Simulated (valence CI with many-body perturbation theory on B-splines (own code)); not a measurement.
**Ta⁶⁵⁺: E2, E3, M1, M2 decay**

Calculated by configuration interaction combined with many-body perturbation theory (CI+MBPT): six valence electrons over a frozen Dirac-Fock core [He], a basis of 9 s, 9 p, 8 d, 6 f, 3 g, 1 h functions for each j, with the one-electron correlation potential Σ1, the two-electron term Σ2, the three-electron term Σ3, Breit, model QED; selected CI, second order for the rest, scaled by the run's own slope (own B-spline code, finite nucleus).

No measured spectrum was set against this ion. As an estimate, large intervals hold to a few tenths of a per cent, small ones and those within an open d or f shell to about a per cent. Among the levels kept, up to 2300 cm⁻¹ of a level comes from second order outside the variational space, and about a tenth of that is noise between levels of different J, which matters for small intervals.

Lines 1 to 50 of 56 in falling wavelength, among levels below 10280 eV, chosen from the decays that carry over 1 % of a level's rate. Wavelengths and rates use the calculated energies. Electric multipoles are in the length gauge with retardation, E1 and E2 with the static RPA response of the core. M1 uses the relativistic operator with retardation. S is in atomic units (e²a₀⁴ for E2 and M2, e²a₀⁶ for E3), for M1 in squared Bohr magnetons. Weak lines are less certain than strong ones. Lines between different terms over intervals too small for the method are left out, as are lines whose strength nearly cancels. The highest levels of a list are the least certain.

Levels are named by their leading jj configuration (3d3/2^4 stands for four electrons in 3d with j = 3/2), which in mixed levels can hold well under half, so a name can repeat and another be missing. Letters in brackets count levels of one name in rising energy.

```tsv
λ vac (Å)	Upper	Lower	Type	A (s⁻¹)	S (a.u.)
207.7	(2s^2 2p1/2^2 2p3/2^2) J=0	(2s^2 2p1/2^2 2p3/2^2) J=2	E2	8.15e+01	2.81e-05
9.887	(2s^2 2p1/2 2p3/2^3) J=1	(2s^2 2p1/2^2 2p3/2^2) J=0	M1	6.24e+09	6.70e-01
9.580	(2s^2 2p1/2 2p3/2^2 3p1/2) J=1 [a]	(2s^2 2p1/2^2 2p3/2 3p1/2) J=1	M1	1.69e+10	1.65e+00
9.532	(2s^2 2p1/2 2p3/2^2 3p1/2) J=2 [a]	(2s^2 2p1/2^2 2p3/2 3p1/2) J=2	M1	1.63e+10	2.61e+00
9.437	(2s^2 2p1/2 2p3/2^3) J=1	(2s^2 2p1/2^2 2p3/2^2) J=2	M1	1.74e+10	1.63e+00
9.305	(2s^2 2p1/2 2p3/2^3) J=2	(2s^2 2p1/2^2 2p3/2^2) J=2	M1	1.04e+10	1.56e+00
9.305	(2s^2 2p1/2 2p3/2^3) J=2	(2s^2 2p1/2^2 2p3/2^2) J=2	E2	1.25e+08	3.91e-05
9.136	(2s^2 2p3/2^4) J=0	(2s^2 2p1/2 2p3/2^3) J=1	M1	4.38e+10	1.24e+00
1.464	(2s^2 2p1/2^2 2p3/2 3p1/2) J=1	(2s^2 2p1/2^2 2p3/2^2) J=0	M1	1.41e+10	4.92e-03
1.464	(2s^2 2p1/2^2 2p3/2 3p1/2) J=2	(2s^2 2p1/2^2 2p3/2^2) J=0	E2	4.54e+11	1.36e-05
1.461	(2s^2 2p1/2 2p3/2^2 3p1/2) J=1 [a]	(2s^2 2p1/2 2p3/2^3) J=2	E2	2.45e+11	4.36e-06
1.461	(2s^2 2p1/2 2p3/2^2 3p1/2) J=1 [a]	(2s^2 2p1/2 2p3/2^3) J=2	M1	7.34e+09	2.54e-03
1.459	(2s^2 2p1/2 2p3/2^2 3p1/2) J=2 [a]	(2s^2 2p1/2 2p3/2^3) J=2	E2	2.64e+10	7.80e-07
1.459	(2s^2 2p1/2 2p3/2^2 3p1/2) J=2 [a]	(2s^2 2p1/2 2p3/2^3) J=2	M1	2.26e+10	1.30e-02
1.457	(2s^2 2p1/2 2p3/2^2 3p1/2) J=1 [a]	(2s^2 2p1/2 2p3/2^3) J=1	E2	2.44e+11	4.29e-06
1.457	(2s^2 2p1/2 2p3/2^2 3p1/2) J=1 [a]	(2s^2 2p1/2 2p3/2^3) J=1	M1	3.71e+10	1.28e-02
1.456	(2s^2 2p1/2 2p3/2^2 3p1/2) J=3	(2s^2 2p1/2 2p3/2^3) J=2	E2	1.43e+12	5.84e-05
1.456	(2s^2 2p1/2 2p3/2^2 3p1/2) J=2 [a]	(2s^2 2p1/2 2p3/2^3) J=1	E2	1.15e+12	3.35e-05
1.454	(2s^2 2p1/2^2 2p3/2 3p1/2) J=1	(2s^2 2p1/2^2 2p3/2^2) J=2	E2	1.22e+12	2.13e-05
1.454	(2s^2 2p1/2^2 2p3/2 3p1/2) J=1	(2s^2 2p1/2^2 2p3/2^2) J=2	M1	3.69e+10	1.26e-02
1.454	(2s^2 2p1/2^2 2p3/2 3p1/2) J=2	(2s^2 2p1/2^2 2p3/2^2) J=2	E2	1.68e+12	4.86e-05
1.453	(2s^2 2p1/2 2p3/2^2 3p1/2) J=3	(2s^2 2p1/2 2p3/2^3) J=1	E2	2.37e+11	9.60e-06
1.450	(2s^2 2p1/2 2p3/2^2 3p1/2) J=2 [b]	(2s^2 2p1/2 2p3/2^3) J=2	E2	7.99e+11	2.28e-05
1.448	(2s^2 2p1/2 2p3/2^2 3p1/2) J=1 [b]	(2s^2 2p1/2 2p3/2^3) J=2	E2	6.36e+11	1.08e-05
1.448	(2s^2 2p1/2 2p3/2^2 3p1/2) J=1 [b]	(2s^2 2p1/2 2p3/2^3) J=2	M1	1.96e+10	6.60e-03
1.448	(2s 2p1/2^2 2p3/2^2 3p1/2) J=0	(2s 2p1/2^2 2p3/2^3) J=2	E2	1.25e+12	7.12e-06
1.447	(2s^2 2p1/2 2p3/2^2 3p1/2) J=2 [b]	(2s^2 2p1/2 2p3/2^3) J=1	E2	1.59e+11	4.49e-06
1.445	(2s^2 2p1/2 2p3/2^2 3p1/2) J=1 [b]	(2s^2 2p1/2 2p3/2^3) J=1	E2	6.38e+11	1.08e-05
1.440	(2s^2 2p1/2 2p3/2^2 3p1/2) J=0	(2s^2 2p1/2 2p3/2^3) J=2	E2	1.26e+12	6.96e-06
1.398	(2s^2 2p1/2 2p3/2^2 3p3/2) J=0	(2s^2 2p1/2 2p3/2^3) J=2	E2	4.07e+11	1.94e-06
1.398	(2s^2 2p1/2 2p3/2^2 3p3/2) J=3 [a]	(2s^2 2p1/2 2p3/2^3) J=2	E2	2.11e+11	7.04e-06
1.398	(2s^2 2p1/2^2 2p3/2 3p3/2) J=2	(2s^2 2p1/2^2 2p3/2^2) J=0	E2	4.85e+11	1.15e-05
1.395	(2s^2 2p1/2 2p3/2^2 3p3/2) J=3 [a]	(2s^2 2p1/2 2p3/2^3) J=1	E2	2.46e+11	8.12e-06
1.395	(2s^2 2p1/2 2p3/2^2 3p3/2) J=4	(2s^2 2p1/2 2p3/2^3) J=2	E2	4.57e+11	1.94e-05
1.395	(2s^2 2p1/2 2p3/2^2 3p3/2) J=3 [b]	(2s^2 2p1/2 2p3/2^3) J=2	E2	2.83e+11	9.33e-06
1.394	(2s^2 2p1/2 2p3/2^2 3p3/2) J=2 [a]	(2s^2 2p1/2 2p3/2^3) J=1	E2	4.50e+11	1.06e-05
1.393	(2s^2 2p1/2^2 2p3/2 3p3/2) J=3	(2s^2 2p1/2^2 2p3/2^2) J=2	E2	9.34e+11	3.06e-05
1.393	(2s^2 2p1/2^2 2p3/2 3p3/2) J=1	(2s^2 2p1/2^2 2p3/2^2) J=2	E2	9.48e+11	1.33e-05
1.392	(2s^2 2p1/2 2p3/2^2 3p3/2) J=1 [a]	(2s^2 2p1/2 2p3/2^3) J=1	E2	4.39e+11	6.16e-06
1.392	(2s^2 2p1/2 2p3/2^2 3p3/2) J=3 [b]	(2s^2 2p1/2 2p3/2^3) J=1	E2	2.14e+11	6.98e-06
1.389	(2s^2 2p1/2 2p3/2^2 3p3/2) J=1 [b]	(2s^2 2p1/2 2p3/2^3) J=2	E2	8.92e+11	1.24e-05
1.387	(2s^2 2p1/2 2p3/2^2 3p3/2) J=2 [b]	(2s^2 2p1/2 2p3/2^3) J=2	E2	1.24e+12	2.84e-05
1.386	(2s^2 2p1/2 2p3/2^2 3p3/2) J=1 [b]	(2s^2 2p1/2 2p3/2^3) J=1	E2	4.96e+11	6.80e-06
1.385	(2s^2 2p1/2 2p3/2^2 3p3/2) J=2 [b]	(2s^2 2p1/2 2p3/2^3) J=1	E2	3.81e+11	8.65e-06
1.384	(2s^2 2p1/2^2 2p3/2 3p3/2) J=0	(2s^2 2p1/2^2 2p3/2^2) J=2	E2	2.44e+12	1.11e-05
1.360	(2s^2 2p1/2^2 2p3/2 3d5/2) J=4	(2s^2 2p1/2^2 2p3/2^2) J=2	M2	6.09e+10	2.28e-06
1.360	(2s^2 2p1/2^2 2p3/2 3d5/2) J=4	(2s^2 2p1/2^2 2p3/2^2) J=2	E3	4.52e+09	1.11e-06
1.215	(2s^2 2p1/2 2p3/2^2 3p3/2) J=0	(2s^2 2p1/2^2 2p3/2^2) J=2	E2	1.10e+12	2.61e-06
1.215	(2s^2 2p1/2 2p3/2^2 3p3/2) J=3 [a]	(2s^2 2p1/2^2 2p3/2^2) J=2	E2	5.19e+11	8.60e-06
1.215	(2s^2 2p1/2 2p3/2^2 3p3/2) J=2 [a]	(2s^2 2p1/2^2 2p3/2^2) J=2	E2	5.00e+11	5.91e-06
```
